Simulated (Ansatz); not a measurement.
This Ansatz (a program for electronic structure) input (r2SCAN/def2-TZVPP) gives -365.30703 Eh with 87 basis functions.

Ansatz 0.2 input:
```yaml
crystal:
  periodic: [false, false, false]
  atoms:
    - {symbol: Si, position_ang: [-0.08497619, -0.52288476, 0.02360404]}
    - {symbol: O, position_ang: [-0.03550231, 1.04350028, -0.04212334]}
    - {symbol: H, position_ang: [1.47368503, -1.02761551, 0.00653007]}
basis:
  gaussian:
    orbitals: def2-TZVPP
    final_grid: {core_spheres: 8, valence_spheres: 7, degree: 23}
hamiltonian:
  xc: {name: r2SCAN}
total_charge: -1
magnetization: {spin_polarized: false}
```

Change:
```diff
- final_grid: {core_spheres: 8, valence_spheres: 7, degree: 23}
+ final_grid: {core_spheres: 10, valence_spheres: 9, degree: 29}
```

Task: What does the run give now?

Result: -365.30699 Eh (r2SCAN/def2-TZVPP, 87 functions), a change of +0.04 mEh.
